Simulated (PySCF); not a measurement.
H2OSi, SMILES O=[SiH2]. Atoms are numbered in the order given.

```xyz
4

Si     0.0000     0.0000     0.4357
O      0.0000     0.0000    -1.0792
H      0.0000    -1.2263     1.2671
H      0.0000     1.2263     1.2671
```
Charge 0, spin multiplicity 1.

Geometry optimised at ωB97X-D3(BJ)/def2-TZVP.

The numbers are results of PBE0/pcJ-1 in PySCF, not measurements.

Isotropic couplings with Fermi-contact, spin-dipole and both spin-orbit terms, one fixed conformer, no vibrational averaging. Isotopes: 1H, 29Si.

Computed spin–spin coupling constants:
| pair | bonds apart | J (Hz) |
|---|---|---|
| Si1–H3 | 1 | -250.6 |
| Si1–H4 | 1 | -250.6 |
| H3–H4 | 2 | 79.4 |
